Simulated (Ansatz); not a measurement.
Basis-set series for CH₃Al₂FO₂. The species carries charge 0 and has multiplicity 1. The bonds changed during the relaxation, so this is another structure than the one it started from. All single points use the PBE0-D4/def2-TZVP geometry. It is one conformer, not always the lowest.

| atom | x (Å) | y (Å) | z (Å) |
| --- | --- | --- | --- |
| F1 | 2.247 | 0.949 | 1.565 |
| Al2 | 0.838 | 0.363 | 0.975 |
| O3 | -0.151 | -0.961 | 1.441 |
| C4 | -0.273 | -1.105 | 0.052 |
| O5 | -1.506 | -0.728 | -0.466 |
| Al6 | -0.561 | 0.582 | -1.102 |
| H7 | 0.090 | -2.065 | -0.317 |
| H8 | -0.161 | 1.606 | 0.309 |
| H9 | -0.524 | 1.360 | -2.457 |

```json
{"functional": "PBE0-D4", "basis": "def2-TZVPP", "functions": "250", "energy (Eh)": "-774.79088", "HOMO (eV)": "-6.82", "LUMO (eV)": "-1.62"}
{"functional": "PBE0-D4", "basis": "def2-QZVPP", "functions": "458", "energy (Eh)": "-774.82300", "HOMO (eV)": "-6.85", "LUMO (eV)": "-1.67"}
{"functional": "ωB97M-V", "basis": "def2-TZVPP", "functions": "250", "energy (Eh)": "-775.20452", "HOMO (eV)": "-8.91", "LUMO (eV)": "0.08"}
{"functional": "ωB97M-V", "basis": "def2-QZVPP", "functions": "458", "energy (Eh)": "-775.23489", "HOMO (eV)": "-8.95", "LUMO (eV)": "-0.12"}
```

Question: Give the rows for def2-SVP. (Estimate.)

Answer: The calculation gave: 
```
functional     basis  functions  energy (Eh)  HOMO (eV)  LUMO (eV)
   PBE0-D4  def2-SVP        107   -774.26145      -6.81      -1.53
   ωB97M-V  def2-SVP        107   -774.66976      -8.86       0.25
```

Positive LUMOs are unbound and depend on the basis.

Computed with Ansatz.
